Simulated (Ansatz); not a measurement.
Reaction (ligand exchange at a B–O bond): `BCB(C)O` + HCl → `BCB(C)Cl` + H₂O

Program: Ansatz. Geometries: PBE0-D4/def2-TZVP. ΔE: electronic, gas phase. CCSD(T)/CBS is the MP2 limit (def2-TZVPP, def2-QZVPP) plus CCSD(T) − MP2 in def2-TZVPP, frozen cores. This one scheme is used for every species. Functionals use def2-TZVPP. One conformer a species, not always the lowest.

(1) Is it downhill or uphill in electronic energy at CCSD(T)/CBS, and by how much? (Estimate.)

(2) What do these levels give: r2SCAN-D4, PBE0-D4, ωB97M-V, PBE, r2SCAN, PBE0, SCS-MP2/def2-TZVPP, CCSD(T)/def2-TZVPP, HF/def2-QZVPP, MP2/def2-QZVPP, HF/CBS(def2), MP2/CBS(def2)? (An estimate is asked.)

Largest T1 diagnostic among the species: 0.012.

Answers

(1) The calculation gave: Uphill: ΔE = +0.38 eV.

(2) Computed: r2SCAN-D4 0.42, PBE0-D4 0.38, ωB97M-V 0.43, PBE 0.41, r2SCAN 0.42, PBE0 0.40, SCS-MP2/def2-TZVPP 0.40, CCSD(T)/def2-TZVPP 0.43, HF/def2-QZVPP 0.46, MP2/def2-QZVPP 0.34, HF/CBS(def2) 0.46, MP2/CBS(def2) 0.31 eV.

In def2-TZVPP, CCSD(T) changes the Hartree–Fock value by −0.03 eV (the triples alone add −0.01 eV) and MP2 by −0.10 eV. The D4 term adds −0.04 eV with B3LYP and −0.02 eV with PBE0; it sums over pairs of atoms, weighted by their polarisabilities, and B3LYP, whose exchange is more repulsive, gets the larger term.

B3LYP here is the variant with VWN-RPA as its local correlation; programs differ in this.
